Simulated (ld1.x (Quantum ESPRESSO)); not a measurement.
Values are calculated unless marked as measured or tabulated.
Potentials for S compared

Generated with ld1.x 7.5 (TM, RRKJ, ultrasoft, PAW), atompaw 4.2 or ONCVPSP 4.0.1. The cutoff is in Ry: for ld1.x and atompaw files where the sum of valence levels is converged to 10 mRy in a Bessel basis, for ONCV files where the hardest occupied wave has 1 mHa per electron of residual kinetic energy. The error is the largest all-electron minus pseudo excitation energy over each file’s own four to seven test configurations (ionisations up to +4, promotions, holes and added fractions of an electron), all of which were solved. The labels leave out finer settings (local radius, basis sizes, second energies), which also bear on the numbers. Spin-polarised tests are not counted. The rows are a selection from randomly drawn settings: files with unsolved tests, undetermined cutoffs or missed reference levels are left out.

| potential | cutoff (Ry) | largest error (meV) | bound ghosts |
| --- | --- | --- | --- |
| TM, PBE, non-relativistic, rc 1.50/1.50 (sp), local smoothed, core correction yes, reference 3s2 3p4 | 30 | +233 | none |
| TM, PBE, non-relativistic, rc 1.50/1.20/1.65 (spd), local smoothed, core correction no, reference 3s2 3p3 | 70 | +156 | none |
| ultrasoft, PBE, scalar-relativistic, rc 1.60/1.90 (sp), local smoothed, core correction no, reference 3s2 3p4 | 15 | +147 | none |
| ultrasoft, LDA (PZ), scalar-relativistic, rc 1.55/1.25/1.40 (spd), local smoothed, core correction yes, reference 3s2 3p3.5 | 15 | -7.6 | none |
| TM, LDA (PZ), non-relativistic, rc 1.40/1.20/1.05 (spd), local smoothed, core correction no, reference 3s1.5 3p4.5 | 70 | +377 | none |
| TM semilocal, PBEsol, scalar-relativistic, rc 1.30/1.05/1.40 (spd), local d, core correction yes, reference 3s2 3p2 | 100 | +50 | none |

(1) Fill in the row for S: TM, PBE, non-relativistic, rc 1.25/1.65/1.70 (spd), local p, core correction no, reference 3s2 3p4.

(2) Fill in the row for S: TM, LDA (PZ), scalar-relativistic, rc 1.30/1.65/1.65 (spd), local s, core correction yes, reference 3s1.5 3p4.5.

Answers

(1) cutoff 40 Ry, largest error +189 meV, bound ghosts: none.

(2) cutoff 35 Ry, largest error +214 meV, bound ghosts: none.
